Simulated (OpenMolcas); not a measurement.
# Ni+: effect of the basis set

| Quantity | Value |
| --- | --- |
| Program | OpenMolcas |
| Method | CASSCF |
| Active space | 9 electrons in 6 orbitals (3d 4s) |
| State averaging | 2S+1 = 2 even, 29 roots; 2S+1 = 4 even, 10 roots kept (CI in the orbitals of an earlier block) |
| Spin-orbit coupling | RASSI with atomic mean-field integrals over the reference wave functions, term energies averaged over their components |

A. ANO-RCC-VDZP [5s4p2d1f], DKH2, point nucleus; cost of the order of 40 core-seconds
B. ANO-RCC-VTZP [6s5p3d2f1g], DKH2, point nucleus; cost roughly 50 core-seconds
C. ANO-L-VTZP [6s5p3d2f1g], non-relativistic, point nucleus; cost roughly 27 core-seconds
D. ANO-R2 [6s5p4d2f1g], X2C, finite nucleus; cost of the order of 2 core-minutes
E. ANO-RCC-VQZP [7s6p4d3f2g1h], DKH2, point nucleus; cost of the order of 110 core-seconds
F. ANO-R3 [7s5p5d3f2g1h], X2C, finite nucleus; cost about 40 core-seconds

Energies in cm-1 above 3d8 4s 4F 9/2.

| Level | A | B | C | D | E | F |
| --- | --- | --- | --- | --- | --- | --- |
| 3d8 4s 4F 9/2 | 0.0 | 0.0 | 0.0 | 0.0 | 0.0 | 0.0 |
| 3d8 4s 4F 7/2 | 948 | 919 | 937 | 928 | 932 | 927 |
| 3d8 4s 4F 5/2 | 1724 | 1678 | 1712 | 1691 | 1698 | 1688 |
| 3d8 4s 4F 3/2 | 2273 | 2216 | 2261 | 2231 | 2241 | 2228 |
| 3d8 4s 2F 7/2 | 6717 | 6236 | 6212 | 6446 | 6453 | 6482 |
| 3d8 4s 2F 5/2 | 8195 | 7678 | 7682 | 7898 | 7911 | 7932 |
| 3d8 4s 2D 5/2 [73 %] | 17955 | 18278 | 18335 | 18305 | 18307 | 18314 |
| 3d8 4s 2D 3/2 | 18378 | 18612 | 18677 | 18655 | 18660 | 18666 |
| 3d8 4s 4P 3/2 | 20198 | 20520 | 20619 | 20516 | 20521 | 20515 |
| 3d8 4s 4P 1/2 | 20441 | 20755 | 20859 | 20750 | 20755 | 20747 |
| 3d9 2D 3/2 | 21543 | 26914 | 23806 | 26988 | 27344 | 27272 |
| 3d8 4s 2P 3/2 | 26092 | 25947 | 26019 | 26142 | 26150 | 26177 |
| 3d8 4s 2P 1/2 | 26648 | 26492 | 26568 | 26693 | 26702 | 26727 |
| 3d8 4s 2G 9/2 | 27459 | 27773 | 27869 | 27818 | 27822 | 27828 |
| 3d8 4s 2G 7/2 | 27463 | 27776 | 27872 | 27821 | 27825 | 27831 |

Among A to F the level of the table that moves most is 3d9 2D 3/2, by 5800 cm-1 (lowest in A, highest in E).

Without dynamic correlation excited terms often stand tens of per cent too high (terms of higher spin than the ground term too low), and those without a measured partner can miss by more than the paired ones. Terms from blocks run as CI alone lack orbitals of their own. The lowest computed level is not the ground level that NIST lists (2D5/2). A single d shell beside an s shell can misplace configurations of different d count against each other. Levels of configurations outside the active space are missing. The table leaves out levels that lie high or whose names do not pair safely across all columns.

A share in square brackets marks a mixed level and gives the weight of the term that names it, the lowest over the columns.
